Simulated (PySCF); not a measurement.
Ge(H)(Vi)2(OH), C₄H₈GeO, SMILES [CH]([GeH]([CH]=C)[OH])=C, singlet (CAM-B3LYP/def2-SVP optimised geometry):

```
14

Ge     0.107    -1.948     0.000
O     -0.525    -2.662    -1.509
C     -0.506    -3.002     1.509
C      0.332    -3.656     2.314
C     -0.564    -0.140     0.000
C      0.237     0.925     0.022
H      1.649    -1.948     0.000
H     -0.379    -3.612    -1.574
H     -1.583    -3.066     1.704
H      1.418    -3.628     2.165
H     -0.019    -4.251     3.164
H     -1.649     0.011    -0.021
H      1.328     0.829     0.035
H     -0.155     1.948     0.023
```

Method: PySCF with CAM-B3LYP/def2-TZVP.

Task: What are the frontier orbital energies and the dipole moment?

Result: HOMO-2 -9.75 eV, HOMO-1 -9.37 eV, HOMO -9.23 eV, LUMO 0.27 eV, LUMO+1 1.28 eV; dipole moment 1.65 D.

On the same geometry PBE/def2-TZVP (PySCF) gives HOMO-2 -7.06 eV, HOMO-1 -6.80 eV, HOMO -6.52 eV, LUMO -1.80 eV, LUMO+1 -1.01 eV; dipole moment 1.46 D.

Meta-Löwdin charges at CAM-B3LYP/def2-TZVP: Ge1 0.90, O2 -0.75, C3 -0.33, C4 -0.22, C5 -0.32, C6 -0.21, H7 -0.11, H8 0.34, H9 0.12, H10 0.11, H11 0.12, H12 0.12, H13 0.11, H14 0.12.
